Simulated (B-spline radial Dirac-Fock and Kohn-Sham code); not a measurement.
# Magnetic form factor of the 5d shell of Ir⁶⁺

System: iridium as Ir⁶⁺ in the configuration [Xe] 4f14 5d3.

These are calculated numbers from a radial finite-basis atomic code; the model is relativistic Hartree-Fock (Dirac-Fock) wave functions, averaged over the configuration. ⟨j_K⟩ is the integral of the 5d radial density with the spherical Bessel function j_K(4πsr), s = sin θ/λ.

| s (Å⁻¹) | ⟨j0⟩ | ⟨j2⟩ | ⟨j4⟩ |
| --- | --- | --- | --- |
| 0 | 1.0000 | 0.0000 | 0.0000 |
| 0.07 | 0.9245 | 0.0298 | 0.0003 |
| 0.09 | 0.8780 | 0.0476 | 0.0009 |
| 0.1 | 0.8514 | 0.0576 | 0.0013 |
| 0.13 | 0.7607 | 0.0907 | 0.0036 |
| 0.15 | 0.6935 | 0.1141 | 0.0061 |
| 0.18 | 0.5873 | 0.1486 | 0.0115 |
| 0.22 | 0.4450 | 0.1892 | 0.0223 |
| 0.26 | 0.3127 | 0.2189 | 0.0367 |
| 0.31 | 0.1741 | 0.2366 | 0.0584 |
| 0.38 | 0.0414 | 0.2259 | 0.0895 |
| 0.45 | -0.0245 | 0.1862 | 0.1135 |
| 0.55 | -0.0411 | 0.1121 | 0.1258 |
| 0.66 | -0.0154 | 0.0443 | 0.1115 |
| 0.79 | 0.0163 | 0.0016 | 0.0761 |
| 0.95 | 0.0305 | -0.0091 | 0.0341 |
| 1.14 | 0.0232 | 0.0009 | 0.0056 |
| 1.37 | 0.0079 | 0.0122 | -0.0029 |

Radial moments of the shell: ⟨r²⟩ = 2.167, ⟨r⁴⟩ = 7.144, ⟨r⁶⟩ = 33.66 in powers of bohr.
